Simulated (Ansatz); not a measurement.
Ansatz (a quantum-chemistry and plane-wave program) input (PBE/6-311+G**): The .json file is the Basis Set Exchange's 6-311+G**.

Ansatz 0.2 input:
```yaml
crystal:
  periodic: [false, false, false]
  atoms:
    - {symbol: O, position_ang: [-0.64551000, 1.33350500, -0.72187400]}
    - {symbol: Si, position_ang: [-0.04502500, 0.14476100, 0.27139700]}
    - {symbol: O, position_ang: [1.51930800, -0.08036900, -0.15587400]}
    - {symbol: O, position_ang: [-0.87024800, -1.26914500, 0.26613900]}
    - {symbol: H, position_ang: [-0.24734900, 0.73747200, 1.60649200]}
    - {symbol: H, position_ang: [1.92111600, -0.92822500, 0.05110300]}
    - {symbol: H, position_ang: [-1.07181800, -1.70782500, -0.56427500]}
basis:
  gaussian:
    orbitals: 6-311+G__.json
hamiltonian:
  xc: {name: PBE}
magnetization: {spin_polarized: true, initial_magnetization: 1}
output: {forces: true}
```

Output:

```
Functional definition: PBE
integrals: 0.05 GiB planned
938 factors; their error is unknown
mean field: 0.38 GiB planned
mean field evaluation 1: about -14045.6515 eV, gradient 6.8e1 eV
mean field evaluation 2: about -13976.6690 eV, gradient 1.4e2 eV
mean field evaluation 4: about -14059.9000 eV, gradient 9.5e0 eV
mean field evaluation 8: about -14060.3619 eV, gradient 2.0e-1 eV
mean field evaluation 16: about -14060.3240 eV, gradient 2.0e-3 eV
mean field evaluation 32: about -14053.8907 eV, gradient 3.0e1 eV
mean field -14060.32404751 eV, -516.7073783161 hartree, gradient 4.2e-6 eV, S^2 0.752439; 5 other end points of the search recorded, 0 dependent functions left out
the calculation of the forces begins
reference -14060.32410438 eV, -516.7073804060 hartree; 21, 20 occupied and 94, 95 virtual orbitals, 938 factors
Total energy: -14060.32410438 eV, -516.7073804060 hartree
Atom 0 at    -0.645510     1.333505    -0.721874 Å, force    -0.195323     0.335715    -0.100346 eV/Å
Atom 1 at    -0.045025     0.144761     0.271397 Å, force    -0.183074     0.407145    -0.154790 eV/Å
Atom 2 at     1.519308    -0.080369    -0.155874 Å, force     0.687857     0.153880    -0.235378 eV/Å
Atom 3 at    -0.870248    -1.269145     0.266139 Å, force    -0.336747    -0.578491     0.363532 eV/Å
Atom 4 at    -0.247349     0.737472     1.606492 Å, force    -0.084159     0.210978     0.352620 eV/Å
Atom 5 at     1.921116    -0.928225     0.051103 Å, force     0.214421    -0.339913     0.092198 eV/Å
Atom 6 at    -1.071818    -1.707825    -0.564275 Å, force    -0.102973    -0.189314    -0.317836 eV/Å
Dipole moment:     0.142023    -0.576418     0.058056 e Å
```

The geometry given is a B3LYP-D3(BJ)/def2-TZVP minimum.
